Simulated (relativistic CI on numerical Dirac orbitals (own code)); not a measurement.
What each ingredient does to the levels of Tl XVIII

Base calculation: Dirac-Coulomb-Breit CI, KLI orbitals optimised for each configuration, a model potential for QED, unscaled Slater integrals.

CI space (outside the closed core [Kr] 4d10): 4f14.5s2.5p2, 4f14.5s.5p3, 4f14.5s2.5p.5d, 4f13.5s2.5p3, 4f14.5s.5p2.5d, 4f14.5s2.5p.5f, 4f14.5s.5p2.5f, 4f14.5s2.5p.5g, 4f14.5s2.5p.6s, 4f13.5s2.5p2.5d, 4f14.5p3.5d, 4f14.5s.5p.5d2, 4f14.5s.5p2.5g, 4f14.5s2.5p.6p, 4f14.5s2.5d.5f, 4f14.5p3.6s, 4f14.5s.5p2.6s, 4f14.5s2.5p.6d, 4f14.5s.5p.5d.6s, 4f13.5s2.5p2.6s, 4f14.5p4, 4f13.5p5, 4f14.5s2.5d2, 4f14.5s.5d3, 4f14.5s.5d2.5f, 4f14.5p2.5d2, 4f14.5p.5d3, 4f13.5p3.5d2, 4f14.5p.5d2.5f, 4f14.5s2.5f2, 4f14.5s.5d.5f2, 4f14.5s.5f3, 4f14.5s2.5d.6s, 4f14.5s.5d2.6s, 4f14.5s.5d.5f.6s, 4f14.5p2.5f2, 4f14.5p.5d.5f2, 4f13.5p3.5f2, 4f14.5p.5f3, 4f14.5s2.5g2, 4f14.5s.5d.5g2, 4f14.5s.5f.5g2, 4f14.5p3.5f, 4f13.5p4.5f, 4f14.5s2.6s2, 4f14.5s.5d.6s2, 4f14.5s.5f.6s2. Double excitations out of closed p, d and f shells are left out; levels of such configurations are missing from the list, as are those of other unlisted configurations, and high levels can miss mixing partners. Some configurations lack a partner that the ground configuration has and come out too high, among them 4f13.5s2.5p2.5d, 4f13.5s2.5p2.6s, 4f14.5s.5p2.5g, 4f14.5s2.5p.5g, 4f14.5s2.5p.6s.

Variants: (1) QED terms removed; (2) non-relativistic limit. Shifts of the energy above 4f14.5s2.5p2 3P_0, in cm⁻¹, for the lowest level and the first level of each name with at least 55 % of one term (blank where a level changes its place among those of its configuration and J or its character, or is not in the variant):

```csv
Level,Base,Δ(1),Δ(2)
4f14.5s2.5p2 3P_0,0,0,0
4f14.5s2.5p2 3P_1,194787,-167,-194787
4f14.5s2.5p2 1D_2,211420,-165,
4f14.5s2.5p2 3P_2,419268,-315,
4f14.5s2.5p2 1S_0,456814,-302,-392628
4f13.5s2.5p3 3D_1,698263,-1031,
4f14.5s2.5p.5d 3F°_2,746695,+560,-206695
4f14.5s.5p3 3D°_3,750648,+2160,-451886
4f14.5s.5p3 3P°_0,786800,+2375,-454670
4f14.5s2.5p.5d 3F°_3,833335,+431,-293336
4f13.5s2.5p3 5F_5,867800,-1066,
4f13.5s2.5p3 3H_6,894812,-1066,-19528
4f13.5s2.5p3 1P_1,896404,-1066,
4f13.5s2.5p3 5F_1,903893,-1204,
4f13.5s2.5p3 3P_1,937416,-1203,-56573
4f13.5s2.5p3 3P_0,939202,-1204,-58359
4f14.5s2.5p.5d 3F°_4,1006848,+58,-466849
4f14.5s2.5p.5d 3P°_0,1015196,+247,-430265
4f14.5s2.5p.5d 1F°_3,1083308,+119,-439013
```

At this charge transitions that keep the count of f electrons are usually good to a few per cent. Levels that differ in their count of f electrons can be misplaced by several ten thousand cm⁻¹, since the correlation energy of f electrons is missing or only estimated; rates across such gaps can be off by orders of magnitude.

Ionisation energy from one configuration of each of the two ions, the ground ones as tabulated or assumed: base 428.769 eV. The NIST ASD value (theoretical) is 439 ± 22 eV.

LS names give the leading component of a level, which can be under half, so a name can repeat, a term be missing and a line seem to break the LS rules.
